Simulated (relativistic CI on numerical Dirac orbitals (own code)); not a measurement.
Forbidden lines of Sb XXXIV

Computed by Dirac-Coulomb-Breit CI, separate exchange-only KLI orbitals for each configuration, a model potential for QED, unscaled Slater integrals (own radial code, finite nucleus).

CI space (outside the closed core [Ne]): 3s2 3p6, 3s2 3p5 3d, 3s 3p6 3d, 3s2 3p5 4s, 3s2 3p5 4p, 3s2 3p5 4d, 3s 3p6 4s, 3p6 3d 4p, 3p6 3d2, 3p5 3d3, 3p5 3d2 4s, 3p5 3d2 4p, 3p5 3d2 4d, 3p6 3d 4s, 3p5 3d 4s2, 3p5 3d 4s 4p, 3p5 3d 4s 4d. Double excitations out of closed p, d and f shells are left out; levels of such configurations are missing from the list, as are those of other unlisted configurations, and high levels can miss mixing partners.

| λ vac (Å) | Lower | Upper | Type | A (s⁻¹) | gf | Branching (%) |
| --- | --- | --- | --- | --- | --- | --- |
| 13.014 | 3s2 3p5 3d 3D°_2 [5] | 3s2 3p5 4d 3P°_0 [151] | E2 | 2.73e+09 | 6.94e-05 | 3.3 |
| 14.853 | 3s2 3p5 3d 3P°_0 [2] | 3s2 3p5 4s 3P°_2 [137] | E2 | 1.53e+08 | 2.52e-05 | 3.2 |
| 14.939 | 3s2 3p5 3d 3P°_1 [3] | 3s2 3p5 4s 3P°_2 [137] | E2 | 4.34e+08 | 7.26e-05 | 9.0 |
| 14.989 | 3s2 3p5 3d 3F°_2 [10] | 3s2 3p5 4s 3P°_0 [141] | E2 | 1.40e+09 | 4.71e-05 | 28.0 |
| 15.037 | 3s2 3p5 3d 3F°_3 [4] | 3s2 3p5 4s 3P°_2 [137] | E2 | 4.36e+08 | 7.39e-05 | 9.1 |
| 15.071 | 3s2 3p5 3d 3D°_2 [5] | 3s2 3p5 4s 3P°_2 [137] | E2 | 5.98e+08 | 1.02e-04 | 12.4 |
| 15.191 | 3s2 3p5 3d 3F°_4 [6] | 3s2 3p5 4s 3P°_2 [137] | E2 | 1.23e+09 | 2.13e-04 | 25.6 |
| 15.243 | 3s2 3p5 3d 3D°_2 [11] | 3s2 3p5 4s 3P°_0 [141] | E2 | 1.89e+09 | 6.60e-05 | 38.0 |
| 15.394 | 3s2 3p5 3d 3D°_3 [8] | 3s2 3p5 4s 3P°_2 [137] | E2 | 4.58e+08 | 8.14e-05 | 9.5 |
| 17.577 | 3s2 3p5 3d 3F°_4 [6] | 3p5 3d3 3H°_6 [68] | E2 | 1.60e+05 | 9.66e-08 | n/a |
| 18.220 | 3s2 3p5 3d 3F°_4 [6] | 3p5 3d3 5G°_6 [39] | E2 | 9.87e+04 | 6.39e-08 | n/a |
| 33.100 | 3s 3p6 3d 1D_2 [17] | 3p6 3d2 1S_0 [26] | E2 | 8.56e+07 | 1.41e-05 | n/a |
| 33.702 | 3s 3p6 3d 3D_1 [14] | 3p6 3d2 3P_1 [23] | E2 | 3.52e+07 | 1.80e-05 | n/a |
| 34.102 | 3s 3p6 3d 3D_3 [16] | 3p6 3d2 1G_4 [24] | E2 | 1.80e+07 | 2.82e-05 | n/a |
| 34.238 | 3s 3p6 3d 3D_2 [15] | 3p6 3d2 3F_4 [21] | E2 | 1.84e+07 | 2.91e-05 | n/a |
| 34.623 | 3s 3p6 3d 3D_1 [14] | 3p6 3d2 3F_3 [19] | E2 | 1.37e+07 | 1.72e-05 | n/a |
| 34.676 | 3s 3p6 3d 3D_2 [15] | 3p6 3d2 3P_0 [20] | E2 | 6.64e+07 | 1.20e-05 | n/a |
| 34.899 | 3s 3p6 3d 3D_2 [15] | 3p6 3d2 3F_3 [19] | E2 | 2.90e+07 | 3.70e-05 | n/a |
| 34.921 | 3s 3p6 3d 3D_3 [16] | 3p6 3d2 3P_1 [23] | E2 | 2.99e+07 | 1.64e-05 | n/a |
| 35.080 | 3s 3p6 3d 1D_2 [17] | 3p6 3d2 1G_4 [24] | E2 | 4.65e+07 | 7.72e-05 | n/a |
| 35.211 | 3s 3p6 3d 3D_3 [16] | 3p6 3d2 3F_4 [21] | E2 | 3.68e+07 | 6.15e-05 | n/a |
| 35.911 | 3s 3p6 3d 3D_3 [16] | 3p6 3d2 3F_3 [19] | E2 | 1.67e+07 | 2.26e-05 | n/a |
| 191.40 | 3s2 3p5 3d 3F°_4 [6] | 3s2 3p5 3d 1F°_3 [12] | M1 | 1.36e+06 | 5.24e-05 | 67.0 |
| 196.99 | 3p5 3d3 3I°_7 [55] | 3p5 3d3 1I°_6 [113] | M1 | 1.14e+06 | 8.63e-05 | n/a |
| 210.57 | 3s2 3p5 3d 1D°_2 [7] | 3s2 3p5 3d 3D°_2 [11] | M1 | 7.01e+05 | 2.33e-05 | 42.6 |
| 219.52 | 3s2 3p5 3d 3F°_3 [4] | 3s2 3p5 3d 3F°_2 [10] | M1 | 1.19e+06 | 4.28e-05 | 70.3 |
| 226.97 | 3s2 3p5 3d 3D°_2 [5] | 3s2 3p5 3d 3F°_2 [10] | M1 | 3.77e+05 | 1.45e-05 | 22.3 |
| 229.40 | 3s2 3p5 3d 3D°_3 [8] | 3s2 3p5 3d 1F°_3 [12] | M1 | 4.62e+05 | 2.55e-05 | 22.7 |
| 242.34 | 3s2 3p5 3d 3D°_3 [8] | 3s2 3p5 3d 3D°_2 [11] | M1 | 4.77e+05 | 2.10e-05 | 29.0 |
| 335.51 | 3s2 3p5 3d 3D°_1 [9] | 3s2 3p5 3d 3D°_2 [11] | M1 | 3.09e+05 | 2.61e-05 | 18.8 |

Terms are leading LS components. Brackets give the number of a level in order of energy, since labels repeat. The list gives strong lines, with weight on those to low levels, among the lowest 200 of 1246 levels, so that lines to higher ones, which can be the strongest, are missing. Levels whose partners in the same complex of configurations lie outside the list can be far off, and so can their lines. Rates are taken at the computed energies, electric ones in the length gauge.

At this charge energies of transitions that change n are usually good to better than 1 %, and those within a shell (Δn = 0) to a few per cent.

LS names give the leading component of a level, which can be under half, so a name can repeat, a term be missing and a line seem to break the LS rules.
